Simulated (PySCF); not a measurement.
Level of theory: PBE-D3(BJ)/def2-TZVP // PBE0-D4/def2-SVP (PySCF). All species are isolated molecules in the gas phase. One relaxed conformer stands for a flexible species; it need not be the lowest. Excitations are Tamm–Dancoff values on a coarser integration grid. The basis has no diffuse functions, so Rydberg states are missing or too high.

Reference species (SMILES): `C1[C@]2(C[C@H](CC2)[C@H]1C=O)B` (neutral, multiplicity 1).

```
Quantity                  Value
----------------------  -------
S1 oscillator strength    0.010
T1 excitation (TDA)     3.56 eV
```

Changed species: `[C@H]1(B)[C@H]2CC[C@@H]1C[C@@H]2C=O`.

Q: What does the change do to the S1 oscillator strength and T1 excitation (TDA)?

A: the S1 oscillator strength stays essentially unchanged; the T1 excitation (TDA) falls by 0.40 eV, to 3.16 eV.
